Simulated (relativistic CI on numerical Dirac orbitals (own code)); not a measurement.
**What each ingredient does to the levels of Tb¹⁴⁺**

Base calculation: Dirac-Coulomb-Breit CI, KLI orbitals optimised for each configuration, a model potential for QED, unscaled Slater integrals.

Configuration list (outside the closed core [Ar] 3d10 4p6): 4s²4d¹⁰4f⁵, 4s²4d¹⁰4f³5s², 4s²4d¹⁰4f³5s5p, 4s²4d¹⁰4f⁴5p, 4s²4d¹⁰4f³5p², 4s²4d¹⁰4f³5s5d, 4s²4d¹⁰4f⁴5d, 4s²4d¹⁰4f³5p5d, 4s²4d¹⁰4f³5d², 4s²4d⁹4f⁴5s², 4s²4d¹⁰4f⁴6s, 4s²4d¹⁰4f⁴6p, 4d¹⁰4f⁷. Levels of other configurations are missing.

Variants: (1) Breit term removed. Shifts of the energy above 4s²4d¹⁰4f³5s² ⁴I°9/2, in cm⁻¹, for the lowest level and the first level of each name with at least 55 % of one term (blank where a level changes its place among those of its configuration and J or its character, or is not in the variant):

```tsv
Level	Base	Δ(1)
4s²4d¹⁰4f³5s² ⁴I°9/2	0.0	0.0
4s²4d¹⁰4f³5s² ⁴I°11/2	5402.9	+510.3
4s²4d¹⁰4f⁵ ⁶H°5/2	5958.8	+3929.5
4s²4d¹⁰4f⁵ ⁶H°7/2	7982.8	+4193.4
4s²4d¹⁰4f⁵ ⁶H°9/2	10297.2	+4492.1
4s²4d¹⁰4f³5s² ⁴I°13/2	10851.8	+1050.8
4s²4d¹⁰4f⁵ ⁶H°11/2	12795.8	+4808.8
4s²4d¹⁰4f⁵ ⁶H°13/2	15414.8	+5122.4
4s²4d¹⁰4f³5s² ⁴I°15/2	16120.4	+1707.1
4s²4d¹⁰4f⁵ ⁶F°1/2	17941.3	+4171.0
4s²4d¹⁰4f⁵ ⁶H°15/2	18208.9	+5323.8
4s²4d¹⁰4f⁵ ⁶F°3/2	18293.7	+4096.4
4s²4d¹⁰4f⁵ ⁶F°5/2	19142.8	+4185.9
4s²4d¹⁰4f⁵ ⁶F°7/2	20813.5	+4419.9
4s²4d¹⁰4f⁵ ⁶F°9/2	23106.9	+4758.7
4s²4d¹⁰4f³5s² ⁴F°3/2	24604.4	+107.0
4s²4d¹⁰4f⁵ ⁶F°11/2	25793.3	+5082.9
4s²4d¹⁰4f³5s² ²H°9/2	26043.1	+241.6
4s²4d¹⁰4f³5s² ⁴F°5/2	27705.2	+484.6
4s²4d¹⁰4f³5s² ⁴F°7/2	30174.0	+616.2
4s²4d¹⁰4f³5s² ⁴S°3/2	30308.0	+304.1
4s²4d¹⁰4f³5s² ⁴F°9/2	33694.6	+940.9
```

At this charge transitions that keep the count of f electrons are usually good to a few per cent. Terms inside the open d or f shell come out 10 to 20 % too wide with unscaled integrals. Levels and lines within the n = 5 or 6 shells can be off by up to 10 % or somewhat more, and those that change n by about 2 %, since core polarisation is missing. Levels that differ in their count of f electrons can be misplaced by several ten thousand cm⁻¹, since the correlation energy of f electrons is missing or only estimated; rates across such gaps can be off by orders of magnitude. The computed lowest level isn't the tabulated ground level, which NIST ASD gives as 4f5 6H°5/2; for such ions that label comes from theory and may be the wrong one.

Ionisation energy from one configuration of each of the two ions, the ground ones as tabulated or assumed: base 283.351 eV; Breit term removed 283.282 eV. The NIST ASD value (theoretical) is 294 ± 15 eV.

LS names give the leading component of a level, which can be under half, so a name can repeat, a term be missing and a line seem to break the LS rules.
